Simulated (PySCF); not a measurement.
Vertical excitations of a molecule CH₆O₂Si₂ from TDA-PBE/def2-SVPD (PySCF), as energy in eV (oscillator strength): 3.09 (0.001), 4.54 (0.002), 4.61 (0.006), 4.90 (0.000), 5.71 (0.015), 5.72 (0.009), 5.90 (0.061), 6.11 (0.014), 6.29 (0.036), 6.30 (0.001). Lowest triplet (TDA): 2.35 eV. Geometry: B3LYP-D3(BJ)/def2-SVP. The values are those of a single conformer.

Problem. Which structure fits?
A) O=C([SiH3])[SiH2]O
B) O=C[SiH2]O[SiH3]
C) C[SiH]1O[SiH2]O1
D) C1O[SiH2][SiH2]O1

Solution. B, O=C[SiH2]O[SiH3]
